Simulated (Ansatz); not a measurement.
Computed with Ansatz on PBE0-D4/def2-TZVP structures; ΔE is electronic, products minus reactants. CCSD(T)/CBS is the MP2 limit (def2-TZVPP, def2-QZVPP) plus CCSD(T) − MP2 in def2-TZVPP, frozen cores. DFT in def2-TZVPP. Elements past krypton have def2 core potentials. For Br, Te outer-core shells are correlated without core-valence functions, which leaves a few kJ/mol of doubt a bond. Scalar relativity is left out up to krypton. Each species was taken in one conformer, which may not be the lowest.

Consider the ligand exchange at a B–Te bond: `CB(N)[TeH]` + HBr → `CB(N)Br` + H₂Te.

`CB(N)[TeH]`:

Z-matrix (Å, degrees):
```
C
B 1 1.570
H 1 1.094 2 111.3
H 1 1.094 2 112.4 3 120.9
H 1 1.094 2 111.2 3 -118.3
N 2 1.391 1 122.2 3 -121.2
Te 2 2.186 1 117.5 3 58.8
H 6 1.005 2 124.4 1 -180.0
H 6 1.007 2 121.7 1 -0.0
H 7 1.659 2 94.9 1 180.0
```

HBr:

Cartesian coordinates in Å:
```
Br -0.231 0.448 0.500
H 0.231 -0.448 -0.500
```

`CB(N)Br`:

Z-matrix (Å, degrees):
```
C
B 1 1.561
H 1 1.094 2 110.5
H 1 1.093 2 112.9 3 -121.4
H 1 1.094 2 110.5 3 117.2
N 2 1.386 1 124.4 3 121.1
Br 2 1.953 1 119.0 3 -58.8
H 6 1.005 2 123.3 1 -180.0
H 6 1.006 2 122.1 1 0.0
```

H₂Te:

Cartesian coordinates in Å:
```
Te 0.018 -0.159 -0.761
H -0.881 0.847 0.200
H 0.863 -0.688 0.561
```

| level | ΔE (kJ/mol) |
| --- | --- |
| PBE-D4 | -34.6 |
| r2SCAN-D4 | -39.6 |
| PBE0-D4 | -36.8 |
| ωB97X-V | -41.0 |
| PBE | -37.2 |
| PBE0 | -39.2 |
| MP2/def2-QZVPP | -32.6 |
| CCSD/CBS(def2) | -36.5 |

Question: What does CCSD(T)/CBS give? (Best estimate.)

Answer: Ansatz gave: -34.3 kJ/mol. The listed levels differ from it by -0.3, -5.3, -2.5, -6.7, -2.9, -4.9, 1.7, -2.2 kJ/mol.

Largest T1 diagnostic among the species: 0.011.

The D4 term adds +4.3 kJ/mol with B3LYP and +2.4 kJ/mol with PBE0; it sums over pairs of atoms, weighted by their polarisabilities, and B3LYP, whose exchange is more repulsive, gets the larger term. In def2-TZVPP, CCSD(T) changes the Hartree–Fock value by +12.8 kJ/mol (the triples alone add +2.2 kJ/mol) and MP2 by +15.6 kJ/mol.

B3LYP here is the variant with VWN-RPA as its local correlation; programs differ in this.
